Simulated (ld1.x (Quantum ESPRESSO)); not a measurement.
Cl (Z = 17), RRKJ: configuration errors across variants

Cl, norm-conserving RRKJ (Kleinman–Bylander form), made with ld1.x (Quantum ESPRESSO) 7.5 (PBE, non-relativistic). Core [Ne], reference 3s2 3p4.75 (charge +0.25). Waves: 3s (bound): rc 1.05 bohr; 3d channel at 0.25 Ry: rc 1.15 bohr; 3p (bound): rc 1.45 bohr. Local part: the p channel. Core correction: a·sin(br)/r model core inside 0.65 bohr.

All-electron excitation energies from the reference (eV): (1) 3s2 3p5 -2.469; (2) 3s2 3p4 11.421; (3) 3s2 3p3 36.880; (4) 3s2 3p4.5 3.121; (5) 3s1 3p6 9.504; (6) 3s2 3p2 75.193; (7) 3s2 3p5.3 -4.612.

Errors AE − PS in meV (a dash: test not solved or not reliable):

```tsv
change	(1)	(2)	(3)	(4)	(5)	(6)	(7)	bound ghosts
base	+0.2	+2.5	+22	+0.2	-2.0	+80	+0.6	none
core correction none	+0.1	+2.3	+21	+0.2	+15	+79	+0.5	none
core correction a·sin(br)/r model core inside 0.54 bohr	+0.2	+2.5	+22	+0.3	-2.1	+80	+0.6	none
core correction a·sin(br)/r model core inside 0.68 bohr	+0.2	+2.5	+22	+0.2	-1.9	+80	+0.6	none
core correction a·sin(br)/r model core inside 1.00 bohr	+0.1	+2.3	+20	+0.2	-1.2	+70	+0.6	none
core correction a·sin(br)/r model core inside 1.28 bohr	+0.1	+2.2	+20	+0.2	+5.8	+72	+0.5	none
```

Problem. Give the same row for: core correction a·sin(br)/r model core inside 0.90 bohr.

Solution. +0.2, +2.5, +22, +0.3, -1.1, +80, +0.6; bound ghosts: none.
